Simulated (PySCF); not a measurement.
C2H3O2, SMILES C(=O)([CH2])O, multiplicity 2.

Geometry optimised at ωB97X-D3(BJ)/def2-SVP. The isomer is the one that the SMILES or the coordinates give; other isomers of the formula were not compared. Other conformers were not sampled.

Method: TDA-PBE/def2-SVPD in PySCF.

Vertical excitations. 

Estimate the UV-visible absorptions. (The exact figures need the calculation; the answer reports its results.)


| state | energy (eV) | λ (nm) | f | main pairs |
|---|---|---|---|---|
| root 1 | 2.00 | 618 | 0.000 | β HOMO→LUMO 100 % |
| root 2 | 3.54 | 350 | 0.013 | β HOMO−1→LUMO 94 % |
| root 3 | 5.13 | 241 | 0.000 | β HOMO−2→LUMO 100 % |
| root 4 | 5.84 | 212 | 0.000 | β HOMO−3→LUMO 99 % |
| root 5 | 6.18 | 201 | 0.024 | α HOMO→LUMO 56 %, β HOMO−4→LUMO 40 % |
| root 6 | 6.19 | 200 | 0.002 | α HOMO→LUMO+1 100 % |
| root 7 | 6.24 | 199 | 0.000 | α HOMO−1→LUMO 83 %, β HOMO→LUMO+2 16 % |
| root 8 | 6.36 | 195 | 0.001 | α HOMO−1→LUMO+1 36 %, β HOMO→LUMO+1 63 % |
| root 9 | 6.60 | 188 | 0.051 | α HOMO−1→LUMO+1 62 %, β HOMO→LUMO+1 34 % |
| root 10 | 6.72 | 185 | 0.000 | α HOMO−1→LUMO 16 %, β HOMO→LUMO+2 83 % |
Unrestricted roots are not spin-pure.
